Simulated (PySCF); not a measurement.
## Relaxation of triplet Sc₂O

These are results of PySCF, UPBE0, basis O def2-TZVP, Sc def2-TZVP (no relativity, density fitting), not measurements. A (50,194) grid was used.

A start displaced from a saddle point along its imaginary mode, of Cs symmetry, held to at least that symmetry:

Coordinates in bohr (charge 0 multiplicity 3):
```
O     0.2268    0.0000   -1.8630
Sc    2.6864    0.0000    0.2990
Sc   -2.7671    0.0000    0.3639
```

Optimiser trace:
```
step  E − E(last) (kJ/mol)  largest gradient (Eh/bohr)
   0                 10.25                     0.03120
   1                  4.92                     0.01562
   2                  2.30                     0.00480
   3                  1.87                     0.00380
   4                  1.64                     0.00369
   5                  1.21                     0.00498
   6                  0.58                     0.00519
   7                  0.11                     0.00345
   8                  0.01                     0.00135
   9                  0.00                     0.00035
  10                  0.00                     0.00023
```

It ends at Cs with O–Sc 1.789 Å, O–Sc 1.920 Å, Sc–Sc 3.164 Å; O–Sc–Sc 30.2°, O–Sc–Sc 32.7°, Sc–O–Sc 117.1° (after a last refinement on a finer grid). A frequency run shows a minimum. Other isomers or separated fragments may lie lower.

The determinant is spin-contaminated (⟨S²⟩ = 2.25, pure value 2.00). With open d or f shells other occupations or spin states may lie lower.

The relaxation took about 4 core-minutes on a shared host.
